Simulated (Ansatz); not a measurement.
Basis-set extrapolation for C₂H₆OSi (`C[SiH2]C=O`) (PBE0-D4/def2-TZVP geometry, frozen core, the Gaussian-basis code of Ansatz). Multiplicity 1, RHF reference.

```csv
,def2-TZVPP,def2-QZVPP
HF,-443.083134,-443.099397
MP2 correlation,-0.688979,-0.738059
CCSD(T) correlation,-0.757687,not run
```

Energies in hartree. Use E(X) = E(∞) + A·exp(−7.88·√X) for Hartree–Fock and E(X) = E(∞) + B·X^(−2.97) for correlation, with X = 3 and 4, and add CCSD(T) minus MP2 of the smaller set to the MP2 limit.

Task: What is the CCSD(T) energy at the basis-set limit?

Result: HF limit: -443.099397 + (-0.016263) × 0.13774 = -443.10164. MP2 limit: -0.738059 + (-0.049080) × 0.74074 = -0.77441. Higher-order term: -0.757687 − (-0.688979) = -0.06871. Total: -443.94476 hartree, 65.2 kcal/mol below CCSD(T)/def2-TZVPP.
